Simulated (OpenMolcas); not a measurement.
An OpenMolcas run meant for As²⁺ (ANO-R1, X2C; inactive shells 1s 2s 2p 3s 3p 3d; intended active space 3 electrons in 8 orbitals (4s 4p 5s 5p)). One step of its input:

```
&CASPT2
Multistate=1 1
Frozen=3 6
IPEA=0.25
Imaginary=3.0
MaxIter=60
WThr=0.0 0.3 0.05
PrWF=0.5
NoMix
```

The run finished. Its levels beside those of a sound run (MS-CASPT2, IPEA 0.25 Eh, imaginary shift 0.1 Eh (closed shells correlated: 3d)), in cm⁻¹ above each run's lowest level:

| Level | This run | Usual run |
| --- | --- | --- |
| 4s² 4p ²P°_1/2 | 0.0 | 0.0 |
| 4s² 4p ²P°_3/2 | 2773 | 2803 |
| 4s 4p² ⁴P_1/2 | 60357 | 61512 |
| 4s 4p² ⁴P_3/2 | 61438 | 62595 |
| 4s 4p² ⁴P_5/2 | 63059 | 64199 |
| 4s 4p² ²D_3/2 | 92482 | 85920 |
| 4s 4p² ²D_5/2 | 92795 | 86251 |

**Question.** Which setting is unsound, and how much does it matter here?

**Answer.** The level shift is far above the usual 0.1 to 0.3 hartree and damps the second-order energy. Against the sound run the excited levels shown move by 2800 cm-1 on average and by 6600 cm-1 at most.

CASPT2 breaks the degeneracy within a term, and the mean is taken; among the terms shown or strongly mixed into the levels shown the widest spread is 88 cm-1 (4s 4p² ²D, the sound run). Over all roots computed the reference weight is 0.88 to 0.97 in the sound run; the roots of lowest weight are the least certain, and an intruder state may touch them. The run also gave levels led by 4s² 5p, 4s² 5s, which use shells meant for correlation; these and all levels above them are left out. Terms of s pⁿ other than that of highest spin mix with s² pⁿ⁻² d, which this space lacks; all of them can be thousands of cm-1 off, and some have no real level of that name. Levels of configurations outside the active space are missing.

° marks odd parity.
